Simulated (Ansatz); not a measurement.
Mulliken charges of CH4S2Si (`CS[Si]S`) from r2SCAN/def2-TZVPP in Ansatz (PBE0-D4/def2-TZVP geometry).

| atom | x (Å) | y (Å) | z (Å) | charge (e) |
| --- | --- | --- | --- | --- |
| C1 | 0.545 | 1.373 | 0.605 | -0.124 |
| S2 | -0.321 | -0.221 | 0.546 | -0.191 |
| Si3 | 0.063 | -0.828 | -1.448 | 0.200 |
| S4 | -0.989 | -2.701 | -1.417 | -0.245 |
| H5 | -0.173 | 2.158 | 0.840 | 0.086 |
| H6 | 1.309 | 1.333 | 1.380 | 0.086 |
| H7 | 1.015 | 1.590 | -0.356 | 0.082 |
| H8 | -1.449 | -2.703 | -0.151 | 0.105 |

Question: By hand: the dipole of these point charges (1 e Å = 4.8032 D).

Answer: Σ q r = (0.277, 0.515, 0.024) e Å, of length 0.585 e Å = 2.81 D.

Question: How does the dipole of the full density compare? (Estimate.)

Answer: The calculation gave: (0.103, 0.344, 0.244) e Å, 2.09 D; the point charges give 1.34 times that, at 34° from its direction.

Point charges leave out the atoms' own dipoles, such as those of lone pairs, and Mulliken's split depends on the basis, so the two needn't agree.
